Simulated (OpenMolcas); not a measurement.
## Pr4+: ligand-field states by method

Pr4+ with 8 ligands (fluoride) in square antiprismatic coordination (D4d) at 2.27 Å, a polar angle of 58.4° against the regular 57.3°. A charge of +0.5 e stands 2.4 Å behind each ligand. Ligand basis ANO-RCC-VDZP.

```
Program             : OpenMolcas 26.06
Basis               : ANO-RCC-VDZP [7s6p4d2f1g]
Scalar Hamiltonian  : DKH2, point nucleus
Active space        : 1 electron in 7 orbitals (4f)
State averaging     : 2S+1 = 2 odd, 7 roots
Spin-orbit coupling : state interaction with AMFI integrals over the reference wave functions
```

I. CASSCF
II. SS-CASPT2, IPEA 0.25 Eh, imaginary shift 0.1 Eh (closed shells correlated: 5s 5p and the ligand valence shells)

Spin-free states in cm-1, each column counted from its own energy of the first state listed:

```
   State  Degeneracy     I    II
2S+1 = 2           2     0     0
2S+1 = 2           1   253   490
2S+1 = 2           2   575   750
2S+1 = 2           2  1030  1340
```

With spin-orbit coupling the lowest J multiplet is 542 (I), 617 (II) cm-1 wide, a factor of 1.14 from I to II.

χT at 300 K: I 0.66, II 0.62 cm3 K/mol.

Over all roots computed the reference weight is 0.66 in II; a low but even weight reflects the number of correlated electrons. Splittings of an f shell from a small cluster at a set distance can be off by tens of per cent, mostly too small (holds for II). No measured value stands beside these numbers; the geometry was imposed, not optimised, and the real ion may take another.
